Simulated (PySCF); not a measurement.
Radial density of Xe⁺ (xenon, charge +1)

UHF, [Kr] 4d10 5s2 5p5, 2P determinant. Calculation: PySCF 2.14, in x2c-TZVPall (8s6p4d2f, 60 functions); scalar relativity by spin-free X2C-1e.

```
r (bohr)  4πr²ρ (e/bohr)  4πr²(ρα − ρβ)
  0.0242           67.26         0.0079
  0.0408           61.99         0.0217
  0.0686           87.02         0.0236
   0.115           76.98        -0.0066
   0.194           71.38         0.0417
   0.326           55.24         0.0047
   0.549           26.61         0.1151
   0.923           20.40        -0.0128
    1.55           5.898         0.5314
    2.61           2.298         0.3565
    4.39          0.1655         0.0242
    7.39       0.0003356         0.0001
```

Densities and radii are taken from the X2C orbitals without a picture-change correction, which distorts them close to the nucleus.

Question: Where is the radial spin density 4πr²(ρα − ρβ) most negative, and why is it negative at all?

Answer: Around r = 0.923 bohr, down to -0.0128 e/bohr: exchange with the open shell polarises the paired shells in an unrestricted calculation.
